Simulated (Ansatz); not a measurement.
Input file for Ansatz (a first-principles code): R-CAM-B3LYP/def2-TZVPP on B3Cl3O3 (SMILES ClB1OB(Cl)OB(Cl)O1).

Ansatz 0.2 input:
```yaml
crystal:
  periodic: [false, false, false]
  atoms:
    - {symbol: Cl, position_ang: [-2.46960108, -1.90425643, -0.00253748]}
    - {symbol: B, position_ang: [-1.08661633, -0.83784382, -0.00112269]}
    - {symbol: O, position_ang: [-1.26804234, 0.52174173, 0.00691140]}
    - {symbol: B, position_ang: [-0.18230186, 1.35997444, 0.00818771]}
    - {symbol: Cl, position_ang: [-0.41431479, 3.09085212, 0.01887407]}
    - {symbol: O, position_ang: [1.08586072, 0.83731136, 0.00110994]}
    - {symbol: B, position_ang: [1.26891550, -0.52205669, -0.00706258]}
    - {symbol: Cl, position_ang: [2.88392731, -1.18653761, -0.01621636]}
    - {symbol: O, position_ang: [0.18217286, -1.35898510, -0.00804401]}
basis:
  gaussian:
    orbitals: def2-TZVPP
hamiltonian:
  xc: {name: CAM-B3LYP}
scf: {lower_state_search: off}
```

The log:

```
WARN ansatz: RAYON_NUM_THREADS=4 ignored (pool sized by the plan → 4); use --threads N
Functional definition: CAM-B3LYP
these checks for a lower state are left out or cut short: stability, starts, cluster_reference, orbital_swaps, neighbouring_geometries, increment
integrals: 0.54 GiB planned
1899 factors; their error is unknown
integrals: 0.58 GiB planned
372 factors; integrals over basis functions are off by at most 1.4e-5 eV
mean field: 3.60 GiB planned
mean field evaluation 1: about -45743.1634 eV, gradient 7.6e1 eV
mean field evaluation 2: about -45738.9351 eV, gradient 9.3e1 eV
mean field evaluation 4: about -45752.0257 eV, gradient 2.4e0 eV
mean field evaluation 8: about -45752.0363 eV, gradient 1.2e-1 eV
mean field evaluation 16: about -45752.1182 eV, gradient 1.3e-4 eV
mean field -45752.11820268 eV, -1681.3593320491 hartree, gradient 2.9e-6 eV, S^2 0.000000; 0 other end points of the search recorded, 0 dependent functions left out
reference -45752.11835781 eV, -1681.3593377499 hartree; 45, 45 occupied and 267, 267 virtual orbitals, 1899 factors
Total energy: -45752.11835781 eV, -1681.3593377499 hartree
Checks for a lower state left out: stability, starts, cluster_reference, orbital_swaps, neighbouring_geometries, increment
```

Self-consistency was reached.

Cost: roughly 12 core-seconds.
